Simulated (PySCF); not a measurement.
Curvature of the energy in the electron number along the 5p block, charge +2

Calculated with PySCF 2.14, in aug-cc-pVDZ-PP with ECP28MDF, ECP: one orbital is emptied in steps, and each cell gives the departure of E from the straight line at half an electron, in eV (from a cubic fit). The exact functional gives zero.

```json
{"species": "In²⁺", "orbital": "5s alpha", "LDA": "-1.10", "PBE": "-1.11", "r2SCAN": "-0.96", "PBE0": "-0.81", "BHandHLYP": "-0.57", "LC-wPBE": "-0.12", "wB97X": "-0.16", "UHF": "0.03"}
{"species": "Sn²⁺", "orbital": "5s beta", "LDA": "-1.16", "PBE": "-1.16", "r2SCAN": "-1.01", "PBE0": "-0.85", "BHandHLYP": "-0.59", "LC-wPBE": "-0.14", "wB97X": "-0.24", "UHF": "0.06"}
{"species": "Te²⁺", "orbital": "5p alpha", "LDA": "-1.17", "PBE": "-1.13", "r2SCAN": "-1.05", "PBE0": "-0.82", "BHandHLYP": "-0.55", "LC-wPBE": "-0.14", "wB97X": "-0.24", "UHF": "0.09"}
{"species": "I²⁺", "orbital": "5p alpha", "LDA": "-1.24", "PBE": "-1.20", "r2SCAN": "-1.12", "PBE0": "-0.87", "BHandHLYP": "-0.57", "LC-wPBE": "-0.17", "wB97X": "-0.26", "UHF": "0.11"}
{"species": "Xe²⁺", "orbital": "5p beta", "LDA": "-1.24", "PBE": "-1.20", "r2SCAN": "-1.09", "PBE0": "-0.86", "BHandHLYP": "-0.58", "LC-wPBE": "-0.16", "wB97X": "-0.34", "UHF": "0.14"}
```

Question: Estimate the missing row, Sb²⁺.

Answer: The calculation gives LDA -1.09; PBE -1.05; r2SCAN -0.97; PBE0 -0.76; BHandHLYP -0.53; LC-wPBE -0.10; wB97X -0.22; UHF 0.07.

Question: How does the mean departure depend on the functional?

Answer: LDA -1.17 eV; PBE -1.14 eV; r2SCAN -1.03 eV; PBE0 -0.83 eV; BHandHLYP -0.57 eV; LC-wPBE -0.14 eV; wB97X -0.24 eV; UHF 0.08 eV. Semilocal functionals are convex (delocalisation error), Hartree-Fock is concave or straight, and exact exchange removes curvature roughly in proportion to its share, so among the functionals the range-separated hybrids usually come closest to zero.

No spin-orbit coupling is included.
